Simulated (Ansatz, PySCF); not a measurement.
This Ansatz (a program for electronic structure) input computes a CCSD(T)/cc-pVDZ energy:

Ansatz 0.2 input:
```yaml
crystal:
  periodic: [false, false, false]
  atoms:
    - {symbol: C, position_ang: [-1.75773085, -0.10134345, 0.05558461]}
    - {symbol: C, position_ang: [-0.74252211, -1.22251470, 0.05791304]}
    - {symbol: C, position_ang: [0.56677545, -0.84964834, 0.00782957]}
    - {symbol: C, position_ang: [1.06008694, 0.49517278, -0.04619186]}
    - {symbol: N, position_ang: [1.44093606, 1.59274886, -0.08962976]}
    - {symbol: H, position_ang: [-1.37583168, 0.93737169, 0.01383326]}
    - {symbol: H, position_ang: [-2.44356205, -0.23660060, -0.79067201]}
    - {symbol: H, position_ang: [-2.39151303, -0.18586039, 0.94776521]}
    - {symbol: H, position_ang: [1.36469773, -1.59415053, 0.00566966]}
basis:
  gaussian:
    orbitals: cc-pVDZ
total_charge: -1
magnetization: {spin_polarized: false}
correlation: {method: ccsd_t, electrons: outside_noble_gas}
```

Problem. Write an input for the same energy in PySCF and say what it gives.

Solution. 
```python
from pyscf import gto, scf, mp, cc as ccmod

mol = gto.M(
    atom='''
    C    -1.75773085   -0.10134345    0.05558461
    C    -0.74252211   -1.22251470    0.05791304
    C     0.56677545   -0.84964834    0.00782957
    C     1.06008694    0.49517278   -0.04619186
    N     1.44093606    1.59274886   -0.08962976
    H    -1.37583168    0.93737169    0.01383326
    H    -2.44356205   -0.23660060   -0.79067201
    H    -2.39151303   -0.18586039    0.94776521
    H     1.36469773   -1.59415053    0.00566966
    ''',
    basis='cc-pvdz',
    charge=-1,
    spin=0,
    verbose=4,
)

mf = scf.RHF(mol)
mf.conv_tol = 1e-10
mf.max_cycle = 100
mf.kernel()
mp2 = mp.MP2(mf, frozen=5).run()
cc = ccmod.CCSD(mf, frozen=5)
cc.max_cycle = 100
cc.kernel()
et = cc.ccsd_t()
print(f'E(CCSD(T)) = {cc.e_tot + et:.9f}')
```
It gives -208.93024 Eh, and Ansatz -208.93023 Eh, a difference of 0.01 mEh.

It need not be the lowest isomer of its formula. Whether it binds its extra electron was not tested at this geometry.
